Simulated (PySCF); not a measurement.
# Computed properties of C4H5F3, SMILES FC(F)(F)C(C)=C

3,3,3-trifluoro-2-methylprop-1-ene (C4H5F3), SMILES FC(C(C)=C)(F)F. Geometry: PBE0-D3(BJ)/def2-SVP. Other conformers were not sampled. All values are computed for the isolated molecule unless a solvent is named; none is compared with measurement here.

**Structure.** The optimised structure has Cs symmetry. All 30 harmonic modes at PBE0-D3(BJ)/def2-SVP (PySCF) are real, so it is a minimum. With heavy atoms numbered as in [CH2:1]=[C:2]([CH3:3])[C:4]([F:5])([F:6])[F:7], the shortest bond between them is C4–F7 at 1.332 Å and the longest C2–C4 at 1.505 Å.

**Vibrations.** The strongest infrared lines (harmonic, unscaled, degenerate partners summed) lie at 1218 cm⁻¹ (294 km/mol, C 78 %, F 22 %), 1257 cm⁻¹ (252 km/mol, C 79 %, F 20 %), 1189 cm⁻¹ (136 km/mol, C 62 %, H 24 %, F 14 %). The softest mode is at 63 cm⁻¹ and the zero-point energy is 54.0 kcal/mol.

**Electronic structure.** ωB97X/def2-TZVP (PySCF) places the frontier levels at -10.53 and 1.71 eV, a gap of 12.24 eV, and gives a dipole moment of 2.31 D and a mean polarisability of 49.4 bohr³. PBE/def2-TZVP (PySCF) at the same geometry gives -6.96 and -1.54 eV, so its gap is 6.82 eV narrower. An orbital gap is neither the optical nor the fundamental gap.

**Excitations.** TDA-B3LYP/def2-SVPD (PySCF) has S1 at 7.42 eV (167 nm, f = 0.010, weak); the most intense of the 10 singlets computed lies at 7.76 eV (f = 0.53). T1 (TDA) is at 4.33 eV, 3.09 eV under S1. TDA-PBE/def2-SVPD (PySCF) puts S1 at 7.07 eV. No vertical singlet excitation falls in the visible range (under 3.1 eV).

**NMR.** GIAO shifts at B3LYP/pcSseg-1 (PySCF) (non-relativistic, atoms alike by connectivity averaged): ¹³C from 21.0 to 148.2 ppm against TMS; ¹H from 2.3 to 5.9 ppm against TMS; ¹⁹F at -98.9 ppm against CFCl3.

**Solvation.** SMD-PBE0/def2-SVP (PySCF) gives 2.0 kcal/mol in water, -0.6 kcal/mol in dimethylsulfoxide, -1.3 kcal/mol in N,N-dimethylformamide (1 M in both phases, gas-phase geometry); of these solvents N,N-dimethylformamide holds the molecule best.
